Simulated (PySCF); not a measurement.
**TDDFT excited states: C4H11B**

Compound: BH2(tBu), C4H11B.
Z-matrix (Å and degrees, PBE0-D3(BJ)/def2-SVP geometry), rows numbered from 1:
```
B 
H   1  1.2114
H   1  1.2121  2  118.78
C   1  1.5630  2  120.50  3  -173.76
C   4  1.5507  1   97.20  2    87.38
C   4  1.5279  1  114.35  2   -27.88
C   4  1.5280  1  114.49  2  -157.40
H   5  1.1042  4  109.00  1  -179.16
H   5  1.1024  4  112.50  1   -60.52
H   5  1.1019  4  112.40  1    62.02
H   6  1.1011  4  111.57  1    50.28
H   6  1.1017  4  111.26  1   -69.75
H   6  1.1041  4  111.19  1   170.69
H   7  1.1015  4  111.27  1    69.88
H   7  1.1010  4  111.58  1   -50.21
H   7  1.1041  4  111.08  1  -170.55
```

Method: PySCF, TDDFT CAM-B3LYP/def2-SVPD, vertical, gas phase, core orbitals frozen in the response.

Task: List the vertical singlet excitations with oscillator strengths and describe the spectrum.

Result: 

```json
{"state": "S1", "E (eV)": "5.42", "λ (nm)": "228.7", "ν̃ (cm⁻¹)": "43730", "f": "0.0068", "symmetry": "A′", "main configurations (H = HOMO, L = LUMO)": "H→L (94%)"}
{"state": "S2", "E (eV)": "6.00", "λ (nm)": "206.7", "ν̃ (cm⁻¹)": "48370", "f": "0.0012", "symmetry": "–", "main configurations (H = HOMO, L = LUMO)": "H-1→L (83%), H-3→L (12%)"}
{"state": "S3", "E (eV)": "7.38", "λ (nm)": "168.1", "ν̃ (cm⁻¹)": "59500", "f": "0.0070", "symmetry": "A′", "main configurations (H = HOMO, L = LUMO)": "H-2→L (95%)"}
{"state": "S4", "E (eV)": "7.39", "λ (nm)": "167.8", "ν̃ (cm⁻¹)": "59610", "f": "0.0010", "symmetry": "–", "main configurations (H = HOMO, L = LUMO)": "H-3→L (79%), H-1→L (13%)"}
{"state": "S5", "E (eV)": "7.98", "λ (nm)": "155.3", "ν̃ (cm⁻¹)": "64370", "f": "0.066", "symmetry": "A′", "main configurations (H = HOMO, L = LUMO)": "H→L+1 (95%)"}
{"state": "S6", "E (eV)": "8.47", "λ (nm)": "146.4", "ν̃ (cm⁻¹)": "68300", "f": "0.0013", "symmetry": "–", "main configurations (H = HOMO, L = LUMO)": "H-4→L (96%)"}
{"state": "S7", "E (eV)": "8.81", "λ (nm)": "140.7", "ν̃ (cm⁻¹)": "71080", "f": "0.119", "symmetry": "A″", "main configurations (H = HOMO, L = LUMO)": "H-1→L+1 (92%)"}
{"state": "S8", "E (eV)": "9.05", "λ (nm)": "137.0", "ν̃ (cm⁻¹)": "72980", "f": "0.0028", "symmetry": "A′", "main configurations (H = HOMO, L = LUMO)": "H→L+2 (88%)"}
{"state": "S9", "E (eV)": "9.15", "λ (nm)": "135.6", "ν̃ (cm⁻¹)": "73770", "f": "0.0043", "symmetry": "A″", "main configurations (H = HOMO, L = LUMO)": "H→L+3 (80%), H-5→L (9%)"}
{"state": "S10", "E (eV)": "9.22", "λ (nm)": "134.5", "ν̃ (cm⁻¹)": "74350", "f": "0.0009", "symmetry": "–", "main configurations (H = HOMO, L = LUMO)": "H-5→L (75%), H→L+3 (11%)"}
```

Triplets, Tamm–Dancoff:

| state | E (eV) | λ (nm) | main configurations (H = HOMO, L = LUMO) |
| --- | --- | --- | --- |
| T1 | 4.87 | 254.7 | H→L (92%) |
| T2 | 5.34 | 232.1 | H-1→L (75%), H-3→L (17%) |
| T3 | 7.12 | 174.2 | H-2→L (94%) |
| T4 | 7.28 | 170.3 | H-3→L (73%), H-1→L (20%) |

The lowest singlet comes at 229 nm (523 kJ/mol) in the ultraviolet; it is weak; its leading configuration is HOMO→LUMO (94%). The strongest level in the table is S7 at 8.81 eV (141 nm, f = 0.119). Löwdin shares by element: HOMO carbon 46% or more, boron 24% (atoms not listed hold the other 31%); LUMO boron 50%, hydrogen 21% or more, carbon 8% or more (atoms not listed hold the other 21%). Weighted by f, the mean energy of these states is 8.38 eV. Of the 10 states listed, 2 reach f = 0.01 and none stays under 0.0005. The listed states span 3.80 eV, and the widest gap between neighbours is 1.38 eV (S2 to S3). Symmetry labels in Cs follow from the direction of the transition dipole and are given only for states with f of 0.002 or more. Singlets were solved by full linear response, triplets in the Tamm–Dancoff approximation.
